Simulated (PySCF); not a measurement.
```xyz
5

Ti    -0.0001     0.0000     0.0001
H      1.4215     0.8923    -0.2829
H      0.0529    -0.6709     1.5635
H     -0.1240    -1.2493    -1.1495
H     -1.3506     1.0277    -0.1309
```

Charge 0, multiplicity 1.

Question: Give the Mulliken and meta-Löwdin atomic charges from TPSSh-D3(BJ)/def2-TZVP // BP86-D3(BJ)/def2-SVP (PySCF).

Answer: 
```
atom  Mulliken (e)  meta-Löwdin (e)
----  ------------  ---------------
Ti1           0.63             1.04
H2           -0.16            -0.26
H3           -0.16            -0.26
H4           -0.16            -0.26
H5           -0.16            -0.26
```
